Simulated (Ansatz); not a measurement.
Coupled-cluster diagnostics for Sn₃F₂, Ansatz.

Geometry of the singlet (PBE-D4/def2-SVP):

```xyz
5

Sn    0.1580    1.7668    0.9684
Sn   -1.1395    0.8063   -1.4609
Sn    1.2398   -0.9022   -0.3050
F    -0.7923   -1.3264   -0.8439
F     0.5339   -0.3445    1.6415
```

In the def2 sets Sn takes a core potential; there is no spin–orbit coupling. Correlated methods freeze 14 core orbitals; core or outer-core shells of Sn are correlated, in sets that lack core-valence functions. The structure comes from a short search, and lower isomers may exist.

Estimate the CCSD(T) correlation energy, the shares of MP2 and (T), T1 and the reference's ⟨S²⟩ for: charge 0, singlet, own geometry in def2-SVP; and the rough time on 4 threads of Arm Neoverse V1 on a shared host.


```tsv
state	basis	correlation (eV)	MP2 share (%)	(T) share (%)	T1	⟨S²⟩ (pure)	wall time	remarks
charge 0, singlet, own geometry	def2-SVP	-19.173	92.7	3.4	0.017	0.00 (0.00)	16 s	restricted SCF unstable
```
Customary marks for T1 are 0.02 (closed shells), 0.045 (open shells) and about 0.05 (3d metals). T1 stays under 0.02 throughout.
